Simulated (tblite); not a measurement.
Compound: C5H8NO2 (doublet state).
Z-matrix (Å and degrees, GFN2-xTB geometry), rows numbered from 1:
```
C 
N   1  1.4011
C   2  1.2540  1  140.67
O   3  1.2013  2  135.37  1  -176.50
C   3  1.7214  2  114.25  1     3.69
C   5  1.5048  3  112.39  2    51.77
C   5  1.4771  3  100.23  2   -72.91
O   7  1.2090  5  124.45  3   100.26
H   1  1.0963  2  112.77  3    42.80
H   1  1.0940  2  111.83  3   -82.59
H   1  1.0941  2  105.98  3   159.73
H   5  1.0879  3   99.76  2   171.55
H   6  1.0907  5  108.42  3   157.98
H   6  1.0865  5  111.24  3   -83.41
H   6  1.0883  5  111.29  3    39.64
H   7  1.1040  5  114.25  3   -76.57
```

Computed with GFN2-xTB (tblite): harmonic, unscaled wavenumbers at the GFN2-xTB geometry, gas phase. This tight-binding method is rough: wavenumbers can miss measured ones by several per cent, in bad cases by 10 to 20. One conformer, not necessarily the lowest. Open shells enter through the occupations alone, without spin polarisation, and single modes of such species can be off by tens of per cent.

Harmonic wavenumbers (cm⁻¹): 61.9, 114.1, 145.1, 171.9, 197.6, 207.6, 236.5, 249.4, 284.6, 369.6, 372.9, 568.7, 583.4, 684.1, 880.2, 895.1, 954.0, 1014.6, 1054.1, 1062.9, 1091.5, 1111.3, 1160.7, 1309.2, 1364.7, 1374.4, 1395.2, 1419.2, 1439.8, 1445.8, 1466.5, 1474.3, 1698.5, 1911.3, 2809.7, 2908.7, 2939.2, 2959.1, 2998.4, 3011.7, 3030.3, 3059.9.

A = 2428, B = 1891, C = 1569 MHz; mass 114.056 u (most abundant isotopes); point group C1, symmetry number 1; spin multiplicity 2.

Zero-point energy?

Half the sum of the wavenumbers: 26744 cm⁻¹ = 76.46 kcal/mol.

What is S at 200 K and 1 bar for an ideal gas of classical rigid rotors and harmonic oscillators?

Translation 38.15, rotation 27.00, vibration 17.25, spin (R ln 2) 1.38: S = 83.8 cal/(mol K).

And Cp and H(200 K) − H(0)?

Cp = 27.71 cal/(mol K), of which vibrations give 19.76 (their classical limit is 42 R = 83.5); H(200 K) − H(0) = 3.60 kcal/mol without the zero-point energy, 2.01 from vibrations.

Which modes carry the vibrational entropy at 200 K?

61.9 cm⁻¹: 3.61; 114.1 cm⁻¹: 2.43; 145.1 cm⁻¹: 1.99; 171.9 cm⁻¹: 1.69; 197.6 cm⁻¹: 1.45; 207.6 cm⁻¹: 1.37 cal/(mol K); the other 36 give 4.71 together.

Blend soft modes into free rotors: weight 1/[1 + (100 cm⁻¹/ν̃)⁴] for the oscillator and the rest for a rotor with moment μB/(μ + B), μ = h/(8π²ν), B = 10⁻⁴⁴ kg m². What vibrational entropy results?

16.74 cal/(mol K) in place of 17.25, which changes −T·S at 200 K by +0.10 kcal/mol.

How do the functions run with temperature in this model?

```tsv
T (K)	S (cal/(mol K))	Cp (cal/(mol K))	H − H(0) (kcal/mol)	G − H(0) (kcal/mol)	ln q(vib)
150	76.4	23.8	2.31	-9.15	2.36
250	90.4	31.4	5.08	-17.51	4.88
298.15	96.2	34.9	6.67	-22.00	6.06
400	107.5	42.3	10.61	-32.39	8.49
600	127.0	54.4	20.34	-55.89	13.00
900	151.6	66.6	38.64	-97.81	19.19
```

q(vib) and H(0) count from the zero-point level.

What must be added to the electronic energy to get the Gibbs energy at 200 K and 1 bar?

ZPE + [H(200 K) − H(0)] − T·S = 76.46 + 3.60 − 16.76 = 63.30 kcal/mol.

Hindered rotation and anharmonicity are outside this model. Other conformers, if any are populated, would add a mixing term that is left out. The structure is chiral; the term R ln 2 for an equal mix with its mirror image is left out.
